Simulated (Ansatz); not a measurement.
H$_{2}$O$_{3}$SW (`[O]=[W]([OH])([OH])=[S]`), relaxed with RKS PBE0-D4/def2-TZVP in Ansatz from a GFN2-xTB geometry. The force threshold is 0.005 eV/Å; the program also tests the step.

The species carries charge 0 and has multiplicity 1. W: def2 effective core potential.

Start:

```xyz
7

O     1.337    0.843    1.173
W     0.377    0.087    0.016
O    -0.368   -1.463    0.700
O    -0.933    1.235   -0.608
S     1.651   -0.464   -1.681
H    -0.583   -2.239    1.238
H    -1.480    2.001   -0.837
```

How much energy does the relaxation release, and in how many steps? (An estimate is asked.)

Ansatz gave: 32.93 kJ/mol, in 34 steps, 8 of them rejected.

Which bonds change most? (Estimate.)

Ansatz gave: W2–S5 from 2.192 to 2.136 Å; W2–O3 from 1.851 to 1.875 Å; W2–O4 from 1.850 to 1.874 Å; O1–W2 from 1.683 to 1.697 Å.

Give the relaxed structure. (Estimate.)

The calculation gave: 
```xyz
7

O     1.271    0.622    1.321
W     0.322    0.065    0.030
O    -0.504   -1.549    0.510
O    -0.966    1.373   -0.346
S     1.559   -0.262   -1.681
H    -0.491   -1.915    1.398
H    -1.192    1.665   -1.233
```
